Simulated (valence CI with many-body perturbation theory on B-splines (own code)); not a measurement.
**E1 line list for Nb XXVII**

Level of theory: relativistic CI+MBPT: five valence electrons over a frozen Dirac-Fock core [Ne], radial functions for each j: 9 s, 9 p, 8 d, 6 f, 3 g, 1 h, with the one-electron correlation potential Σ1, the two-electron term Σ2, the three-electron term Σ3, Breit, model QED; selected CI, second order for the rest (own B-spline code, finite nucleus).

The last digits are not significant, and no measured levels were compared; by estimate large intervals hold to a few tenths of a per cent, small ones and those within an open d or f shell to about a per cent. Among the levels kept, up to 500 cm⁻¹ of a level comes from second order outside the variational space, and about a tenth of that is noise between levels of different J, which matters for small intervals.

Lines 151 to 181 of 181 in falling wavelength, among levels below 194.88 eV, chosen from the strongest by gf and those to the six lowest levels. Wavelengths and rates use the calculated energies. Electric multipoles are in the length gauge, E1 and E2 with the static RPA response of the core. Weak lines are less certain than strong ones. Lines between different terms over intervals too small for the method are left out, as are lines whose strength nearly cancels.

Names give the largest LS component (configuration and term), which can be under half, so a name can repeat, a term be missing and a line seem to break the LS rules; names also repeat where a configuration has a term twice. Letters in brackets count levels of one name in rising energy.

```
λ vac (nm)                  Upper            Lower   A (s⁻¹)  S (a.u.)
     8.838  3s2 3p2 3d 2P_1/2 [a]  3s2 3p3 4S°_3/2  2.31e+10  1.57e-02
     8.836          3s 3p4 2P_3/2  3s2 3p3 4S°_3/2  1.58e+11  2.15e-01
     8.823  3s2 3p2 3d 2P_1/2 [c]  3s2 3p3 2D°_3/2  1.65e+11  1.12e-01
     8.782      3s2 3p2 3d 4P_5/2  3s2 3p3 4S°_3/2  1.58e+11  3.17e-01
     8.693  3s2 3p2 3d 2F_7/2 [b]  3s2 3p3 2D°_5/2  2.30e+11  5.96e-01
     8.673  3s2 3p2 3d 2D_3/2 [b]  3s2 3p3 2D°_3/2  1.57e+11  2.02e-01
     8.658  3s2 3p2 3d 2D_5/2 [b]  3s2 3p3 2D°_3/2  8.79e+10  1.69e-01
     8.636  3s2 3p2 3d 2D_5/2 [c]  3s2 3p3 2D°_5/2  7.96e+09  1.52e-02
     8.615      3s2 3p2 3d 4P_3/2  3s2 3p3 4S°_3/2  7.24e+10  9.14e-02
     8.603      3s2 3p2 3d 2S_1/2  3s2 3p3 2P°_1/2  5.03e+07  3.16e-05
     8.590      3s2 3p2 3d 4P_1/2  3s2 3p3 4S°_3/2  1.96e+11  1.23e-01
     8.450  3s2 3p2 3d 2D_3/2 [c]  3s2 3p3 2P°_1/2  7.45e+10  8.87e-02
     8.434  3s2 3p2 3d 2P_3/2 [b]  3s2 3p3 2D°_5/2  1.69e+09  2.00e-03
     8.380  3s2 3p2 3d 2D_3/2 [a]  3s2 3p3 4S°_3/2  3.90e+10  4.53e-02
     8.336  3s2 3p2 3d 2D_5/2 [c]  3s2 3p3 2D°_3/2  7.64e+08  1.31e-03
     8.219  3s2 3p2 3d 2D_5/2 [a]  3s2 3p3 4S°_3/2  5.38e+10  8.84e-02
     8.147  3s2 3p2 3d 2P_3/2 [b]  3s2 3p3 2D°_3/2  3.15e+09  3.37e-03
     8.072  3s2 3p2 3d 2D_3/2 [c]  3s2 3p3 2D°_5/2  1.11e+09  1.15e-03
     7.984  3s2 3p2 3d 2D_5/2 [d]  3s2 3p3 2D°_5/2  5.66e+09  8.54e-03
     7.940      3s2 3p2 3d 2S_1/2  3s2 3p3 2D°_3/2  1.29e+10  6.36e-03
     7.927  3s2 3p2 3d 2P_1/2 [b]  3s2 3p3 4S°_3/2  7.85e+08  3.86e-04
     7.859  3s2 3p2 3d 2P_1/2 [c]  3s2 3p3 4S°_3/2  6.25e+08  3.00e-04
     7.809  3s2 3p2 3d 2D_3/2 [c]  3s2 3p3 2D°_3/2  8.26e+07  7.77e-05
     7.740  3s2 3p2 3d 2D_3/2 [b]  3s2 3p3 4S°_3/2  3.70e+08  3.39e-04
     7.728  3s2 3p2 3d 2D_5/2 [b]  3s2 3p3 4S°_3/2  4.03e+08  5.51e-04
     7.727  3s2 3p2 3d 2D_5/2 [d]  3s2 3p3 2D°_3/2  3.17e+09  4.33e-03
     7.470  3s2 3p2 3d 2D_5/2 [c]  3s2 3p3 4S°_3/2  1.05e+09  1.30e-03
     7.318  3s2 3p2 3d 2P_3/2 [b]  3s2 3p3 4S°_3/2  6.81e+08  5.27e-04
     7.150      3s2 3p2 3d 2S_1/2  3s2 3p3 4S°_3/2  8.56e+08  3.09e-04
     7.044  3s2 3p2 3d 2D_3/2 [c]  3s2 3p3 4S°_3/2  6.90e+08  4.76e-04
     6.977  3s2 3p2 3d 2D_5/2 [d]  3s2 3p3 4S°_3/2  1.01e+09  1.01e-03
```
